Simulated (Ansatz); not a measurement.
boron oxyfluoride (BFO), singlet, at a GFN2-xTB geometry; BHLYP/6-31G** (Ansatz, a quantum-chemistry and plane-wave program).

Ansatz was given this input:
Ansatz 0.2 input:
```yaml
crystal:
  periodic: [false, false, false]
  atoms:
    - {symbol: F, position_ang: [-0.00000000, -0.00000000, -1.18925373]}
    - {symbol: B, position_ang: [0.00000000, 0.00000000, 0.09250195]}
    - {symbol: O, position_ang: [0.00000000, 0.00000000, 1.28009672]}
basis:
  gaussian:
    orbitals: 6-31G__.json
hamiltonian:
  xc: {name: BHLYP}
accuracy: high
```
The basis file holds 6-31G** in the JSON format of the Basis Set Exchange.

Output, abridged:

```
Functional definition: BHLYP
790 factors; integrals over basis functions are off by at most 3.5e-9 eV
mean field evaluation 1: about -5435.4406 eV, gradient 5.0e1 eV
mean field evaluation 2: about -5428.8705 eV, gradient 7.9e1 eV
mean field evaluation 4: about -5439.9374 eV, gradient 2.8e0 eV
mean field evaluation 8: about -5439.9543 eV, gradient 6.6e-2 eV
mean field evaluation 16: about -5439.9543 eV, gradient 4.1e-7 eV
mean field -5439.95434447 eV, -199.9146348259 hartree, gradient 6.3e-8 eV, S^2 0.000000; 0 other end points of the search recorded, 0 dependent functions left out
reference -5439.95435943 eV, -199.9146353756 hartree; 11, 11 occupied and 34, 34 virtual orbitals, 790 factors
Total energy: -5439.95435943 eV, -199.9146353756 hartree
```
